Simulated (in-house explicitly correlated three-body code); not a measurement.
The numbers below are computed, except where a source is named.
# Taking the two-electron ground state apart, Z = 1.56

A variational code in 260 exponentially correlated functions gives, for two electrons around a point charge Z = 1.56 (non-relativistic, fixed nucleus, atomic units): E = -1.6115025, <1/r> = 1.248527 per electron, <1/r12> = 0.672399. From its density, U = 1.495204 (Hartree energy) and T_s = 1.577419 (kinetic energy of the doubly filled orbital √(n/2)). Further, <r²> = 2.32437 per electron, <r12²> = 4.94704 and <p1·p2> = 0.103097.

Check the virial theorem, and compare with the screened hydrogenic estimate.

V = −2Z<1/r> + <1/r12> = -3.895404 + 0.672399 = -3.223005, and 2E = -3.223005, so T = −E = 1.611503. A product of 1s orbitals with exponent Z − 5/16 = 1.2475 gives −1.2475² = -1.55626, which is 55.2 millihartree too high.

Find the exchange and correlation energies of density-functional theory.

For two electrons in one orbital E_x = −U/2 = -0.747602. The potential part of correlation is U_c = <1/r12> − U − E_x = -0.075203, the kinetic part T_c = T − T_s = 0.034084, and E_c = T_c + U_c = -0.041119 hartree. Restricted Hartree-Fock gives -1.570548, so the correlation energy of wave-function theory is -0.040955.

What do the second moments say about angular correlation and diamagnetism?

From r12² = r1² + r2² − 2 r1·r2, <r1·r2> = <r²> − <r12²>/2 = -0.14915 bohr². It vanishes for a product of s orbitals, and its negative sign shows that the electrons favour opposite sides of the nucleus. The Langevin susceptibility is −0.79199e-6 × 2<r²> = -3.682e-6 cm³/mol.

How does a model nuclear mass of 3.1 u change the ionisation energy, to first order in m/M (1 hartree = 27.211386 eV)?

m/M = 1/(3.1 × 1822.8885) = 1.76961e-04. With a fixed nucleus the second electron is bound by −Z²/2 − E = 0.394702 hartree = 10.7404 eV. The reduced mass scales this by 1 − m/M, a change of -1.901 meV. The mass-polarisation term raises the two-electron state by (m/M)<p1·p2> = 18.24 microhartree, a further -0.496 meV. The sum is 10.7380 eV, before relativistic and QED terms.
